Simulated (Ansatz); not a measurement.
Correlation energies of `[AlH2][C]1(Cl)BO1` by basis set

| atom | x (Å) | y (Å) | z (Å) |
| --- | --- | --- | --- |
| Al1 | 0.774 | 0.111 | -1.363 |
| C2 | -0.146 | -0.401 | 0.286 |
| Cl3 | -0.013 | -2.116 | 0.746 |
| B4 | -0.679 | 0.493 | 1.395 |
| O5 | -1.550 | 0.122 | 0.467 |
| H6 | 1.894 | -0.834 | -1.951 |
| H7 | 0.379 | 1.513 | -1.982 |
| H8 | -0.659 | 1.111 | 2.402 |

The species carries charge 0 and has multiplicity 1. The structure was optimised at the PBE0-D4/def2-TZVP level. Frozen core, restricted reference, Ansatz 0.2.0. CBS rows extrapolate triple and quadruple zeta; past MP2 they add the triple-zeta difference.

| basis | HF (Eh) | MP2 corr. |
| --- | --- | --- |
| def2-SVP | -840.20863 | -0.59283 |
| def2-TZVPP | -840.61610 | -0.75596 |
| def2-QZVPP | -840.64244 | -0.81671 |

Task: Estimate the CCSD correlation energy and the (T) correction in each basis where they were run (hartree).

Result: 
| basis | CCSD corr. | (T) |
| --- | --- | --- |
| def2-SVP | -0.63279 | -0.02049 |
| def2-TZVPP | -0.79296 | -0.03597 |
| CBS(def2) | -0.89872 | as TZ |
